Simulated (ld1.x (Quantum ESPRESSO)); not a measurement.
LDA (PZ) TM dataset for Fe (Z = 26), scalar-relativistic all-electron reference.

ld1.x (Quantum ESPRESSO) 7.5 was run on this input:

```
&input
   title='Fe', zed=26., rel=1, dft='PZ', iswitch=3,
   config='[Ar] 3d6 4s1.5 4p0.5',
   nld=3, rlderiv=1.55, eminld=-9.0, emaxld=5.0, deld=0.04
 /
 &inputp
   pseudotype=2, tm=.true., lloc=-1, rcloc=1.10,
   nlcc=.false.,
   file_pseudopw='Fe.UPF', file_wfcaegen='ae.wfc', file_wfcncgen='nc.wfc', file_beta='beta', file_chi='chi'
 /
3
3S  1  0   2.00   0.00  0.75  0.75  0.0
3P  2  1   6.00   0.00  1.40  1.40  0.0
3D  3  2   6.00   0.00  0.90  0.90  0.0
 &test
   configts(1)='3s2 3p6 3d6 4s1.5 4p0.5'
 /
```

Command:

```bash
ld1.x < Fe.in > Fe.out
```

Output (shortened: banner, matrices, multipoles, cross overlaps and the repeated all-electron block are left out):

```
Program LD1 v.7.5
     --------------------------- All-electron run ----------------------------

     Fe
     scalar relativistic calculation

     atomic number is 26.00
     dft =PZ   lsd =0 sic =0 latt =0  beta=0.20 tr2=1.0E-14
     Exchange-correlation= PZ
                           (   1   1   0   0   0   0   0)
     mesh =1191 r(mesh) = 101.18024 a.u. xmin = -7.00 dx = 0.01250
     1 Ry =  13.60569312 eV, c = 137.03599908

     n l     nl                  e(Ry)          e(Ha)          e(eV)
     1 0     1S 1( 2.00)      -513.3286      -256.6643     -6984.1916
     2 0     2S 1( 2.00)       -60.1777       -30.0889      -818.7599
     2 1     2P 1( 6.00)       -51.3655       -25.6827      -698.8626
     3 0     3S 1( 2.00)        -6.9390        -3.4695       -94.4099
     3 1     3P 1( 6.00)        -4.4707        -2.2353       -60.8266
     3 2     3D 1( 6.00)        -0.6337        -0.3168        -8.6213
     4 0     4S 1( 1.50)        -0.4454        -0.2227        -6.0605
     4 1     4P 1( 0.50)        -0.1385        -0.0692        -1.8838

     final scf error:  4.1E-15 reached in  29 iterations

     Etot =   -2540.219362 Ry,   -1270.109681 Ha,  -34561.445109 eV

     Ekin =    2569.414049 Ry,    1284.707024 Ha,   34958.659055 eV
     Encl =   -6077.450131 Ry,   -3038.725065 Ha,  -82687.921447 eV
     Eh   =    1074.227036 Ry,     537.113518 Ha,   14615.603390 eV
     Exc  =    -106.410316 Ry,     -53.205158 Ha,   -1447.786106 eV

     normalization and overlap integrals

     s(1S/1S) =  1.000000  <r> =   0.0586  <r2> =    0.0046  r(max) =   0.0385
     s(2S/2S) =  1.000000  <r> =   0.2676  <r2> =    0.0845  r(max) =   0.2241
     s(2P/2P) =  1.000000  <r> =   0.2358  <r2> =    0.0684  r(max) =   0.1790
     s(3S/3S) =  1.000000  <r> =   0.8123  <r2> =    0.7626  r(max) =   0.6990
     s(3P/3P) =  1.000000  <r> =   0.8588  <r2> =    0.8715  r(max) =   0.7167
     s(3D/3D) =  1.000000  <r> =   1.1333  <r2> =    1.7313  r(max) =   0.7078
     s(4S/4S) =  1.000000  <r> =   2.9224  <r2> =    9.9351  r(max) =   2.3795
     s(4P/4P) =  1.000000  <r> =   4.2262  <r2> =   21.3921  r(max) =   3.2120

     ------------------------ End of All-electron run ------------------------

     --------------------- Generating NC pseudopotential ---------------------

      Generating local potential from pseudized AE potential:
      Matching radius rcloc =   1.1000

      Local pseudo, rcloc= 1.096 Estimated cut-off energy=    20.55 Ry

      Wfc   3S  rcut= 0.753  Using Troullier-Martins method

      Wfc   3P  rcut= 1.408  Using Troullier-Martins method

      Wfc   3D  rcut= 0.898  Using Troullier-Martins method

     ------------------- End of pseudopotential generation -------------------

     Computing logarithmic derivative in   1.54600
     Computing logarithmic derivative in   1.54600
     Computing the partial wave expansion
     R is outside the sphere for l=    0 j= 0.00
     R is outside the sphere for l=    1 j= 0.00
     R is outside the sphere for l=    2 j= 0.00

     ---------------------- Testing the pseudopotential ----------------------

     Fe
     scalar relativistic calculation

     atomic number is 26.00   valence charge is 16.00
     dft =PZ   lsd =0 sic =0 latt =0  beta=0.20 tr2=1.0E-14
     mesh =1191 r(mesh) = 101.18024 xmin = -7.00 dx = 0.01250

     n l     nl             e AE (Ry)        e PS (Ry)    De AE-PS (Ry)
     1 0     3S   1( 2.00)       -6.93900       -6.93923        0.00023
     2 1     3P   1( 6.00)       -4.47067       -4.47067        0.00000
     3 2     3D   1( 6.00)       -0.63365       -0.63361       -0.00004
     2 0     4S   1( 1.50)       -0.44544       -0.44436       -0.00108
     3 1     4P   1( 0.50)       -0.13845       -0.14584        0.00739  !

     eps = 8.6E-15  iter = 24

     Etot =   -2540.219362 Ry,   -1270.109681 Ha,  -34561.445109 eV
     Etotps =  -246.366167 Ry,    -123.183083 Ha,   -3351.982464 eV

     Ekin =     135.658846 Ry,      67.829423 Ha,    1845.732627 eV
     Encl =    -544.187698 Ry,    -272.093849 Ha,   -7404.050815 eV
     Ehrt =     209.037516 Ry,     104.518758 Ha,    2844.100287 eV
     Ecxc =     -25.113957 Ry,     -12.556979 Ha,    -341.692796 eV
     Epseu=     -21.760874 Ry,     -10.880437 Ha,    -296.071768 eV

     ---------------------- End of pseudopotential test ----------------------
```

Generation and configuration tests took about 1.9 s on one core of a shared server CPU.

Transferability test of the new file with ld1.x, input:

```
&input
   title='Fe', zed=26., rel=1, dft='PZ', iswitch=2,
   config='[Ar] 3d6 4s1.5 4p0.5'
 /
 &test
   file_pseudo='Fe.UPF', nconf=10,
   configts(1)='3s2 3p6 3d6 4s1.5 4p0.5',
   configts(2)='3s2 3p6 3d6 4s2 4p0',
   configts(3)='3s2 3p6 3d6 4s1 4p0',
   configts(4)='3s2 3p6 3d6 4s0 4p0',
   configts(5)='3s2 3p6 3d7 4s0 4p0',
   configts(6)='3s2 3p6 3d5 4s2 4p1',
   configts(7)='3s2 3p6 3d7 4s1 4p0',
   configts(8)='3s2 3p6 3d5 4s2 4p0',
   configts(9)='3s2 3p6 3d6 4s1.5 4p0.5', lsdts(9)=1,
   configts(10)='3s2 3p6 3d6 4s2 4p0', lsdts(10)=1
 /
```

```bash
ld1.x < Fe.test.in > Fe.test.out
```

Pseudopotential blocks of its output, shortened (energy terms left out):

```
     ---------------------- Testing the pseudopotential ----------------------

     n l     nl             e AE (Ry)        e PS (Ry)    De AE-PS (Ry)
     1 0     3S   1( 2.00)       -6.93900       -6.93923        0.00023
     2 1     3P   1( 6.00)       -4.47067       -4.47067        0.00000
     3 2     3D   1( 6.00)       -0.63365       -0.63361       -0.00004
     2 0     4S   1( 1.50)       -0.44544       -0.44436       -0.00108
     3 1     4P   1( 0.50)       -0.13845       -0.14584        0.00739  !

     eps = 8.4E-15  iter = 22

     Etot =   -2540.219362 Ry,   -1270.109681 Ha,  -34561.445109 eV
     Etotps =  -246.366163 Ry,    -123.183081 Ha,   -3351.982407 eV

     ---------------------- End of pseudopotential test ----------------------

          ---------------------- Testing the pseudopotential ----------------------

     n l     nl             e AE (Ry)        e PS (Ry)    De AE-PS (Ry)
     1 0     3S   1( 2.00)       -6.87296       -6.87899        0.00603  !
     2 1     3P   1( 6.00)       -4.40452       -4.41030        0.00578  !
     3 2     3D   1( 6.00)       -0.56965       -0.57502        0.00537  !
     2 0     4S   1( 2.00)       -0.40342       -0.40571        0.00229
     3 1     4P   1( 0.00)       -0.10550       -0.11486        0.00936  !

     eps = 5.2E-16  iter = 18

     Etot =   -2540.370445 Ry,   -1270.185223 Ha,  -34563.500698 eV
     Etotps =  -246.513410 Ry,    -123.256705 Ha,   -3353.985810 eV
     dEtot_ae =      -0.151083 Ry
     dEtot_ps =      -0.147247 Ry,   Delta E=      -0.003836 Ry

     ---------------------- End of pseudopotential test ----------------------

          ---------------------- Testing the pseudopotential ----------------------

     n l     nl             e AE (Ry)        e PS (Ry)    De AE-PS (Ry)
     1 0     3S   1( 2.00)       -7.50543       -7.51161        0.00618  !
     2 1     3P   1( 6.00)       -5.03768       -5.04353        0.00585  !
     3 2     3D   1( 6.00)       -1.19594       -1.20176        0.00582  !
     2 0     4S   1( 1.00)       -0.92859       -0.93088        0.00230
     3 1     4P   1( 0.00)       -0.55469       -0.57112        0.01644  !

     eps = 5.9E-15  iter = 14

     Etot =   -2539.710356 Ry,   -1269.855178 Ha,  -34554.519721 eV
     Etotps =  -245.850945 Ry,    -122.925472 Ha,   -3344.972508 eV
     dEtot_ae =       0.509007 Ry
     dEtot_ps =       0.515218 Ry,   Delta E=      -0.006211 Ry

     ---------------------- End of pseudopotential test ----------------------

          ---------------------- Testing the pseudopotential ----------------------

     n l     nl             e AE (Ry)        e PS (Ry)    De AE-PS (Ry)
     1 0     3S   1( 2.00)       -8.23548       -8.24146        0.00598  !
     2 1     3P   1( 6.00)       -5.76799       -5.77354        0.00554  !
     3 2     3D   1( 6.00)       -1.91334       -1.91946        0.00612  !
     2 0     4S   1( 0.00)       -1.49677       -1.49870        0.00193
     3 1     4P   1( 0.00)       -1.05270       -1.07782        0.02513  !

     eps = 5.2E-15  iter = 18

     Etot =   -2538.498203 Ry,   -1269.249101 Ha,  -34538.027538 eV
     Etotps =  -244.636520 Ry,    -122.318260 Ha,   -3328.449419 eV
     dEtot_ae =       1.721160 Ry
     dEtot_ps =       1.729643 Ry,   Delta E=      -0.008483 Ry

     ---------------------- End of pseudopotential test ----------------------

          ---------------------- Testing the pseudopotential ----------------------

     n l     nl             e AE (Ry)        e PS (Ry)    De AE-PS (Ry)
     1 0     3S   1( 2.00)       -7.11165       -7.11542        0.00377
     2 1     3P   1( 6.00)       -4.65524       -4.65850        0.00326
     3 2     3D   1( 7.00)       -0.86763       -0.87226        0.00463
     2 0     4S   1( 0.00)       -0.81037       -0.81201        0.00164
     3 1     4P   1( 0.00)       -0.46767       -0.47924        0.01157  !

     eps = 8.3E-16  iter = 14

     Etot =   -2539.866303 Ry,   -1269.933151 Ha,  -34556.641492 eV
     Etotps =  -246.010110 Ry,    -123.005055 Ha,   -3347.138068 eV
     dEtot_ae =       0.353059 Ry
     dEtot_ps =       0.356052 Ry,   Delta E=      -0.002993 Ry

     ---------------------- End of pseudopotential test ----------------------

          ---------------------- Testing the pseudopotential ----------------------

     n l     nl             e AE (Ry)        e PS (Ry)    De AE-PS (Ry)
     1 0     3S   1( 2.00)       -7.42974       -7.42028       -0.00946  !
     2 1     3P   1( 6.00)       -4.94732       -4.93832       -0.00900  !
     3 2     3D   1( 5.00)       -1.05394       -1.04338       -0.01056  !
     2 0     4S   1( 2.00)       -0.56301       -0.55714       -0.00586  !
     3 1     4P   1( 1.00)       -0.20197       -0.21234        0.01037  !

     eps = 9.7E-15  iter = 23

     Etot =   -2539.719125 Ry,   -1269.859562 Ha,  -34554.639027 eV
     Etotps =  -245.873309 Ry,    -122.936654 Ha,   -3345.276783 eV
     dEtot_ae =       0.500238 Ry
     dEtot_ps =       0.492854 Ry,   Delta E=       0.007384 Ry

     ---------------------- End of pseudopotential test ----------------------

          ---------------------- Testing the pseudopotential ----------------------

     n l     nl             e AE (Ry)        e PS (Ry)    De AE-PS (Ry)
     1 0     3S   1( 2.00)       -6.54119       -6.54485        0.00366
     2 1     3P   1( 6.00)       -4.08239       -4.08564        0.00325
     3 2     3D   1( 7.00)       -0.29864       -0.30278        0.00414
     2 0     4S   1( 1.00)       -0.32898       -0.33080        0.00182
     3 1     4P   1( 0.00)       -0.07088       -0.07700        0.00612  !

     eps = 3.5E-15  iter = 14

     Etot =   -2540.431354 Ry,   -1270.215677 Ha,  -34564.329409 eV
     Etotps =  -246.576997 Ry,    -123.288499 Ha,   -3354.850956 eV
     dEtot_ae =      -0.211992 Ry
     dEtot_ps =      -0.210834 Ry,   Delta E=      -0.001158 Ry

     ---------------------- End of pseudopotential test ----------------------

          ---------------------- Testing the pseudopotential ----------------------

     n l     nl             e AE (Ry)        e PS (Ry)    De AE-PS (Ry)
     1 0     3S   1( 2.00)       -7.98208       -7.98967        0.00759  !
     2 1     3P   1( 6.00)       -5.49970       -5.50752        0.00782  !
     3 2     3D   1( 5.00)       -1.60355       -1.60914        0.00558  !
     2 0     4S   1( 2.00)       -1.05132       -1.05399        0.00266
     3 1     4P   1( 0.00)       -0.63847       -0.66264        0.02417  !

     eps = 7.9E-15  iter = 15

     Etot =   -2539.306506 Ry,   -1269.653253 Ha,  -34549.025072 eV
     Etotps =  -245.443773 Ry,    -122.721886 Ha,   -3339.432652 eV
     dEtot_ae =       0.912856 Ry
     dEtot_ps =       0.922390 Ry,   Delta E=      -0.009534 Ry

     ---------------------- End of pseudopotential test ----------------------

          ---------------------- Testing the pseudopotential ----------------------

     n l     nl             e AE (Ry)        e PS (Ry)    De AE-PS (Ry)
     1 0     3S   1( 1.00)       -7.03538       -7.04963        0.01425  !
     2 1     3P   1( 3.00)       -4.56491       -4.57843        0.01352  !
     3 2     3D   1( 5.00)       -0.72033       -0.72928        0.00895  !
     2 0     4S   1( 1.00)       -0.47886       -0.47787       -0.00100
     3 1     4P   1( 0.50)       -0.15781       -0.16669        0.00888  !
     1 0     3S   2( 1.00)       -6.73900       -6.70531       -0.03369  !
     2 1     3P   2( 3.00)       -4.27551       -4.24303       -0.03248  !
     3 2     3D   2( 1.00)       -0.45935       -0.43621       -0.02314  !
     2 0     4S   2( 0.50)       -0.37954       -0.37707       -0.00247
     3 1     4P   2( 0.00)       -0.10067       -0.10525        0.00458

     eps = 4.4E-16  iter = 17

     Etot =   -2540.499302 Ry,   -1270.249651 Ha,  -34565.253884 eV
     Etotps =  -246.679585 Ry,    -123.339792 Ha,   -3356.246728 eV
     dEtot_ae =      -0.279940 Ry
     dEtot_ps =      -0.313422 Ry,   Delta E=       0.033482 Ry

     ---------------------- End of pseudopotential test ----------------------

          ---------------------- Testing the pseudopotential ----------------------

     n l     nl             e AE (Ry)        e PS (Ry)    De AE-PS (Ry)
     1 0     3S   1( 1.00)       -6.97799       -6.99934        0.02135  !
     2 1     3P   1( 3.00)       -4.50726       -4.52782        0.02056  !
     3 2     3D   1( 5.00)       -0.66212       -0.67760        0.01548  !
     2 0     4S   1( 1.00)       -0.42649       -0.42923        0.00274
     3 1     4P   1( 0.00)       -0.11516       -0.12621        0.01105  !
     1 0     3S   2( 1.00)       -6.68435       -6.65803       -0.02633  !
     2 1     3P   2( 3.00)       -4.22152       -4.19637       -0.02515  !
     3 2     3D   2( 1.00)       -0.41365       -0.39777       -0.01588  !
     2 0     4S   2( 1.00)       -0.37314       -0.37460        0.00146
     3 1     4P   2( 0.00)       -0.09551       -0.10275        0.00724  !

     eps = 5.4E-15  iter = 21

     Etot =   -2540.619508 Ry,   -1270.309754 Ha,  -34566.889373 eV
     Etotps =  -246.794567 Ry,    -123.397284 Ha,   -3357.811145 eV
     dEtot_ae =      -0.400146 Ry
     dEtot_ps =      -0.428404 Ry,   Delta E=       0.028258 Ry

     ---------------------- End of pseudopotential test ----------------------
```
